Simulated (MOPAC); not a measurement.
Input file for MOPAC: PM3 on CH5Al (SMILES [CH3][AlH2]).

```
PM3 1SCF PRECISE CHARGE=0 THREADS=1
CH5Al

C     -0.17782191 1     0.91678711 1    -0.61249953 1
Al    -0.32978266 1    -0.37361313 1     0.86026338 1
H      0.86233420 1     1.09224218 1    -0.90214643 1
H     -0.69800575 1     0.55581439 1    -1.50582924 1
H     -0.61951890 1     1.88521093 1    -0.36002209 1
H      0.58492859 1    -1.68608149 1     0.82906625 1
H     -1.71430386 1    -0.46922958 1     1.65672070 1
```

Program output:

```
*******************************************************************************
 **                                                                           **
 **                              MOPAC v23.2.5                                **
 **                                                                           **
 *******************************************************************************
 ** MOPAC's Digital Object Identifier: https://doi.org/10.5281/zenodo.6511958 **
 **                                                                           **
 ** Please cite the open-source release paper for use of this MOPAC version:  **
 ** J. E. Moussa and J. J. P. Stewart (2026)                                  **
 ** MOPAC: An open-source semiempirical molecular orbital program             **
 ** J. Open Source Softw., 11(119), 8025, https://doi.org/10.21105/joss.08025 **
 *******************************************************************************

                              PM3 CALCULATION RESULTS

 *******************************************************************************
 *  PM3        - The PM3 Hamiltonian to be used
 *
 *
 *
 *                 CHARGE ON SYSTEM = 0
 *
 *
 *
 *  PRECISE    - TIGHTER CRITERIA TO BE USED
 *  1SCF       - DO 1 SCF AND THEN STOP
 *  THREADS=1  - MULTI-THREADING NOT USED
 *  T=         - A TIME OF 172800.0 SECONDS REQUESTED
 *  DUMP=N     - RESTART FILE WRITTEN EVERY 7200.0 SECONDS REQUESTED
 *******************************************************************************
PM3 1SCF PRECISE CHARGE=0 THREADS=1
 CH5Al

   ATOM   CHEMICAL          X               Y               Z
  NUMBER   SYMBOL      (ANGSTROMS)     (ANGSTROMS)     (ANGSTROMS)

     1       C         -0.17782191  *   0.91678711  *  -0.61249953  *
     2      Al         -0.32978266  *  -0.37361313  *   0.86026338  *
     3       H          0.86233420  *   1.09224218  *  -0.90214643  *
     4       H         -0.69800575  *   0.55581439  *  -1.50582924  *
     5       H         -0.61951890  *   1.88521093  *  -0.36002209  *
     6       H          0.58492859  *  -1.68608149  *   0.82906625  *
     7       H         -1.71430386  *  -0.46922958  *   1.65672070  *



          CARTESIAN COORDINATES

    NO.       ATOM           X           Y           Z

     1         C         -0.1778      0.9168     -0.6125
     2        Al         -0.3298     -0.3736      0.8603
     3         H          0.8623      1.0922     -0.9021
     4         H         -0.6980      0.5558     -1.5058
     5         H         -0.6195      1.8852     -0.3600
     6         H          0.5849     -1.6861      0.8291
     7         H         -1.7143     -0.4692      1.6567

  H: (PM3): J. J. P. STEWART, J. COMP. CHEM. 10, 209 (1989).
  C: (PM3): J. J. P. STEWART, J. COMP. CHEM. 10, 209 (1989).
 Al: (PM3): J. J. P. STEWART, J. COMP. CHEM. 10, 209 (1989).

           Empirical Formula: C H5 Al  =     7 atoms



      MOLECULAR POINT GROUP   :   Cs


      RHF CALCULATION, NO. OF DOUBLY OCCUPIED LEVELS = 6


 -------------------------------------------------------------------------------
 PM3 1SCF PRECISE CHARGE=0 THREADS=1
 CH5Al



     1SCF WAS SPECIFIED, SO BFGS WAS NOT USED
     SCF FIELD WAS ACHIEVED


                              PM3 CALCULATION
                                                       MOPAC v23.2.5 Linux




          FINAL HEAT OF FORMATION =         58.54654 KCAL/MOL =     244.95872 KJ/MOL


          COSMO AREA              =         94.53 SQUARE ANGSTROMS
          COSMO VOLUME            =         80.41 CUBIC ANGSTROMS

          IONIZATION POTENTIAL    =         10.752044 EV
          HOMO LUMO ENERGIES (EV) =        -10.752 -2.139
          NO. OF FILLED LEVELS    =          6
          MOLECULAR WEIGHT        =         44.0320         POINT GROUP:  Cs

          MOLECULAR DIMENSIONS (Angstroms)

            Atom       Atom       Distance
            H     7    H     3     3.95285
            H     6    H     5     3.69752
            H     4   Al     2     1.58676


          SCF CALCULATIONS        =          1





   ATOM   CHEMICAL          X               Y               Z
  NUMBER   SYMBOL      (ANGSTROMS)     (ANGSTROMS)     (ANGSTROMS)

     1       C         -0.17782191  *   0.91678711  *  -0.61249953  *
     2      Al         -0.32978266  *  -0.37361313  *   0.86026338  *
     3       H          0.86233420  *   1.09224218  *  -0.90214643  *
     4       H         -0.69800575  *   0.55581439  *  -1.50582924  *
     5       H         -0.61951890  *   1.88521093  *  -0.36002209  *
     6       H          0.58492859  *  -1.68608149  *   0.82906625  *
     7       H         -1.71430386  *  -0.46922958  *   1.65672070  *

                             CARTESIAN COORDINATES

   1    C       -0.177821910     0.916787110    -0.612499530
   2   Al       -0.329782660    -0.373613130     0.860263380
   3    H        0.862334200     1.092242180    -0.902146430
   4    H       -0.698005750     0.555814390    -1.505829240
   5    H       -0.619518900     1.885210930    -0.360022090
   6    H        0.584928590    -1.686081490     0.829066250
   7    H       -1.714303860    -0.469229580     1.656720700


           Empirical Formula: C H5 Al  =     7 atoms



      MOLECULAR POINT GROUP   :   Cs


                  EIGENVALUES
 -28.27455 -13.70320 -13.42858 -12.08910 -10.86261 -10.75204  -2.13910   0.93115
   1.10289   2.87195   4.58867   4.69529   4.74607


              NET ATOMIC CHARGES AND DIPOLE CONTRIBUTIONS

  ATOM NO.   TYPE          CHARGE      No. of ELECS.   s-Pop       p-Pop
    1          C          -0.346523        4.3465     1.19196     3.15456
    2         Al           0.538952        2.4610     0.60032     1.86073
    3          H           0.041987        0.9580     0.95801
    4          H           0.059529        0.9405     0.94047
    5          H           0.042046        0.9580     0.95795
    6          H          -0.167994        1.1680     1.16799
    7          H          -0.167996        1.1680     1.16800
 DIPOLE           X         Y         Z       TOTAL
 POINT-CHG.     0.203     0.006     0.555     0.591
 HYBRID         0.267     0.690    -0.269     0.787
 SUM            0.470     0.696     0.286     0.887


          ATOMIC ORBITAL ELECTRON POPULATIONS

     Atom    s        px        py        pz
    1  C   1.19196   1.01522   1.06317   1.07616
    2 Al   0.60032   0.70981   0.66976   0.48116
    3  H   0.95801
    4  H   0.94047
    5  H   0.95795
    6  H   1.16799
    7  H   1.16800

 **********************
 *                    *
 * JOB ENDED NORMALLY *
 *                    *
 **********************




 == MOPAC DONE ==
```

The run finished.

Cost: about 0.020 core-seconds (a rough figure).
